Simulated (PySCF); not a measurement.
Species: C4H4B2Cl2.
Cartesian coordinates in Å at the PBE0-D3(BJ)/def2-SVP level; atoms count from 1:
```xyz
12
C4H4B2Cl2 angstrom
B     -1.6336    1.1531    0.3483
C     -1.3249   -0.3646    0.2399
C     -0.0759   -0.7075   -0.1121
C      1.1037   -1.0329   -0.4454
C      2.3318   -1.3751   -0.7921
B     -2.3460   -1.5065    0.5070
Cl    -3.9990   -1.1457    0.9586
Cl    -1.8877   -3.1964    0.3690
H     -0.7552    1.9498    0.1185
H     -2.7347    1.5367    0.6584
H      2.6219   -2.4279   -0.8889
H      3.1002   -0.6198   -0.9942
```

Computed with TDDFT wB97X-D/def2-SVPD, vertical, gas phase, core orbitals frozen in the response (PySCF).

Frontier orbitals with the atoms that hold most of them (Löwdin shares over 4%, at most four atoms; ? is withheld):

```tsv
orbital	ε (eV)	atoms
LUMO+2	1.55	B6 40%, B1 15%, Cl8 12%, Cl7 10%
LUMO+1	0.37	B1 30%, B6 24%, C2 15%, Cl8 10%
LUMO	?	C5 22%, C3 21%, C2 14%, C4 14%
HOMO	-9.64	?
HOMO-1	-9.73	?
HOMO-2	-10.72	Cl8 49%, Cl7 27%, B1 8%, H9 5%
HOMO-3	-11.27	Cl7 46%, Cl8 10%, B6 9%, B1 9%
```

(1) Give the leading atoms of the HOMO.

(2) Which atoms hold the HOMO-1, and with what shares?

(3) What is the LUMO energy, and the HOMO–LUMO gap?

Results:

(1) C4 (bonded to 2 C) 31%; C3 (bonded to 2 C) 28%; C2 (bonded to 2 B and C) 9%; C5 (bonded to C and 2 H) 8%.

(2) C2 (bonded to 2 B and C) 26%; C5 (bonded to C and 2 H) 23%; C4 (bonded to 2 C) 16%; C3 (bonded to 2 C) 14%.

(3) ε(LUMO) = -1.79 eV; the gap is 7.84 eV (0.2883 hartree).

Task: The HOMO–LUMO gap is 7.84 eV. Where does the response calculation put the lowest singlet, and from which orbitals?

Result: S1 is at 2.73 eV (f = 0.0000), 5.11 eV below the gap, made of HOMO→LUMO (97%). Without the coupling terms of the response equations the lowest excitation would equal the gap.

Task: One configuration dominates each of S1, S2, S3 and S6. Which, and how do the shares of the two leading atoms of either orbital change from the occupied to the empty one?

Result: 
- S1 (2.73 eV, f 0.0000), HOMO→LUMO (97%): C4 31% → 14%, C3 28% → 21%, C5 8% → 22%
- S2 (4.47 eV, f 0.544), HOMO-1→LUMO (95%): C2 26% → 14%, C5 23% → 22%, C3 14% → 21%
- S3 (4.83 eV, f 0.0001), HOMO-2→LUMO (72%): Cl8 49% → at most 14%, Cl7 27% → at most 14%, C5 at most 5% → 22%, C3 at most 5% → 21%
- S6 (5.66 eV, f 0.0011), HOMO→LUMO+1 (76%): C4 31% → at most 11%, C3 28% → at most 11%, B1 at most 8% → 30%, B6 at most 8% → 24%
